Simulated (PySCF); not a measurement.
## Excitation energy of Fe⁺ by level of theory

Fe⁺ [Ar] 3d6 4s1 (6D) → Fe⁺ [Ar] 3d5 4s2 (6S), as a difference of total energies. All numbers are calculated (PySCF 2.14, no relativity, point nucleus, in aug-cc-pVDZ (7s6p4d2f, 59 functions)). Correlated levels: valence: [Ar] frozen. The calculations carry no spin-orbit coupling.

| method | excitation energy (eV) |
| --- | --- |
| UHF | 2.615 |
| MP2 (valence) | 3.083 |
| SCS-MP2 (valence) | 2.945 |
| CCSD (valence) | 2.847 |
| CCSD(T) (valence) | 2.842 |

**Question.** How much does correlation contribute at CCSD(T) (valence)?

**Answer.** 2.842 − (2.615) = 0.227 eV, measured against UHF.

These non-relativistic numbers lack the scalar-relativistic shift.

Errors of the correlated levels include the incompleteness of this basis and the frozen core.

For comparison: 2.839 eV (measured; NIST levels, between the centres of gravity of the two terms).
